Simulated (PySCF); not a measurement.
Se(OH)(NH2), H3NOSe, SMILES N[Se]O at its B3LYP/def2-SVP optimised geometry (Å):

```
6

Se    -0.8489    -1.0204     0.0000
O     -1.3425     0.7512     0.0000
H     -1.4108     1.0204     0.9287
N      0.9642    -1.0204     0.0000
H      1.4108    -0.6790     0.8491
H      1.3978    -0.6294    -0.8347
```

Method: PySCF with B3LYP/def2-TZVP. Cells within 0.4 Å of a nucleus heavier than hydrogen are left out (blank, or x).

Map of the electrostatic potential (hartree/e), clipped to [-0.08, 0.12] on the plane z = 0.0 Å:

```
|222222222222222233333333333|
|222222222222222233333333333|
|222222222222222223333333333|
|222222222222222223333333333|
|222222211111122223333333333|
|222111111111112223333333333|
|221111222211112223333333333|
|211112479631011223333333333|
|111013999992011223333344333|
|11101699x996111223334444443|
|1100189xxx99322233344444444|
|1110179xxx99533333444444444|
|211115999999965444555554444|
|222225999999998788876655444|
|222347999999999999998655444|
|233469999999999999999765444|
|333479999xxx9999xx999754444|
|333579999xxx9999xxx99654443|
|333469999xx99999xx998443333|
|333459999999999999994333333|
|333446999999999777421122333|
|333345699999995310000122233|
|333334467999863100000122223|
|333333445566543110001122223|
|333333334444432211111122223|
|333333333333332211111222222|
|333333333333322222222222222|
```
Scale: ten equal steps from -0.055 (start of '0') to 0.120 (end of '9'), in the order '0123456789'; x runs from -3.50 to 3.50, y from -3.50 (bottom) to 3.50 (top).
